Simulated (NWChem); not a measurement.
System: C$_{2}$HClF$_{2}$; SMILES Cl/C(F)=C/F

Parts of the log:

```
             Northwest Computational Chemistry Package (NWChem) 7.3.0
             --------------------------------------------------------

                             Geometry "geometry" -> ""
                             -------------------------

 Output coordinates in angstroms (scale by  1.889725989 to convert to a.u.)

  No.       Tag          Charge          X              Y              Z
 ---- ---------------- ---------- -------------- -------------- --------------
    1 F                    9.0000    -0.28924600    -2.24950000     0.00000000
    2 C                    6.0000    -0.70302200    -0.99125500     0.00000000
    3 C                    6.0000     0.16494700     0.02126800     0.00000000
    4 F                    9.0000     1.46839400    -0.15822000     0.00000000
    5 Cl                  17.0000    -0.32828800     1.65936000     0.00000000
    6 H                    1.0000    -1.78353500    -0.84392700     0.00000000

 Effective nuclear repulsion energy (a.u.)     213.2620034822

                                 NWChem DFT Module
                                 -----------------

 Summary of "ao basis" -> "ao basis" (spherical)
 ------------------------------------------------------------------------------
       Tag                 Description            Shells   Functions and Types
 ---------------- ------------------------------  ------  ---------------------
 F                          def2-svp                 6       14   3s2p1d
 C                          def2-svp                 6       14   3s2p1d
 Cl                         def2-svp                 8       18   4s3p1d
 H                          def2-svp                 3        5   2s1p

 in cosmo_initialize ...
 calling solv_data for solv:h2o

 solvent parameters
 solvname_short: h2o
 solvname_long:  water
 dielec:       78.4000
 dielecinf:     1.7769
 aqueous SMD model solvent descriptors
 dielec:       78.4000
 sola:          0.8200

          ---------------
          -cosmo- solvent
          ---------------
 Cosmo: York-Karplus, doi: 10.1021/jp992097l
 dielectric constant -eps-     =  78.40
 screen = (eps-1)/(eps    )    =   0.98724
 surface charge correction     = lagrangian

   van der Waals surface
 --------------------------

[...]

                                COSMO-SMD solvation results
                                ---------------------------

             internal energy in gas <Psi(g)|H|Psi(g)> =      -735.861022854609
         internal energy in solvent <Psi(s)|H|Psi(s)> =      -735.860449879299
                               delta internal energy  =         0.000572975310 (    0.36 kcal/mol)
   total free energy in solvent <Psi(s)|H+V/2|Psi(s)> =      -735.864570252536
 polarization energy contribution <Psi(s)|V/2|Psi(s)> =        -0.004120373236 (   -2.59 kcal/mol)
    total free energy in solvent including G(SMD-CDS) =      -735.858260565882
                       G(SMD-CDS) energy contribution =         0.006309686654 (    3.96 kcal/mol)
     1 M fixed-concentration free energy of solvation =         0.002762288728 (    1.73 kcal/mol)

                       DFT Final Molecular Orbital Analysis
                       ------------------------------------

 Vector   22  Occ=2.000000D+00  E=-3.816454D-01
              MO Center= -7.4D-02,  1.1D+00,  2.5D-09, r^2= 2.1D+00
   Bfn.  Coefficient  Atom+Function         Bfn.  Coefficient  Atom+Function
  ----- ------------  ---------------      ----- ------------  ---------------
    69      0.540524  5 Cl pz                66      0.416774  5 Cl pz
    48      0.254653  4 F  pz                63      0.241131  5 Cl pz
    51     -0.190596  4 F  pz                34      0.178174  3 C  pz
     6      0.107299  1 F  pz                37      0.106685  3 C  pz
     9     -0.081881  1 F  pz                20      0.079699  2 C  pz

 Vector   23  Occ=2.000000D+00  E=-3.580037D-01
              MO Center= -2.6D-01,  1.5D+00,  1.2D-11, r^2= 1.5D+00
   Bfn.  Coefficient  Atom+Function         Bfn.  Coefficient  Atom+Function
  ----- ------------  ---------------      ----- ------------  ---------------
    67      0.603287  5 Cl px                64      0.461526  5 Cl px
    61      0.265654  5 Cl px                68      0.169279  5 Cl py
    65      0.126878  5 Cl py                47      0.120785  4 F  py
    46     -0.082995  4 F  px                50     -0.082751  4 F  py
    17      0.074899  2 C  s                 62      0.073244  5 Cl py

 Vector   24  Occ=2.000000D+00  E=-2.627383D-01
              MO Center= -2.2D-01, -2.4D-01,  1.3D-09, r^2= 2.6D+00
   Bfn.  Coefficient  Atom+Function         Bfn.  Coefficient  Atom+Function
  ----- ------------  ---------------      ----- ------------  ---------------
    20      0.391124  2 C  pz                34      0.366745  3 C  pz
    69     -0.346483  5 Cl pz                 6      0.254673  1 F  pz
    23      0.244219  2 C  pz                66     -0.232217  5 Cl pz
    37      0.215282  3 C  pz                 9     -0.209283  1 F  pz
    48      0.208208  4 F  pz                51     -0.174447  4 F  pz

 Vector   25  Occ=0.000000D+00  E= 1.514780D-02
              MO Center= -2.8D-01, -4.3D-01,  4.5D-10, r^2= 2.2D+00
   Bfn.  Coefficient  Atom+Function         Bfn.  Coefficient  Atom+Function
  ----- ------------  ---------------      ----- ------------  ---------------
    23      0.610984  2 C  pz                37     -0.598796  3 C  pz
    34     -0.500903  3 C  pz                20      0.467671  2 C  pz
    69      0.233589  5 Cl pz                 9     -0.188534  1 F  pz
    51      0.185482  4 F  pz                 6      0.183242  1 F  pz
    48     -0.182451  4 F  pz                66      0.106388  5 Cl pz

[...]
```

Level: PBE0/def2-SVP, SMD on the gas-phase geometry. All runs use the structure optimised with PBE0/def2-SVP. Solvent: water.

**Question.** Write an input that gives this output.

**Answer.** This is not unique; one that fits is the input that was run:
```
start job
memory heap 200 mb stack 900 mb global 1100 mb
geometry units angstroms noautosym nocenter noautoz
  F     -0.289246    -2.249500     0.000000
  C     -0.703022    -0.991255     0.000000
  C      0.164947     0.021268     0.000000
  F      1.468394    -0.158220     0.000000
  Cl    -0.328288     1.659360     0.000000
  H     -1.783535    -0.843927     0.000000
end
basis spherical
  * library def2-svp
end
dft
  xc pbe0
  iterations 150
end
cosmo
  do_cosmo_smd true
  solvent water
end
task dft energy
```
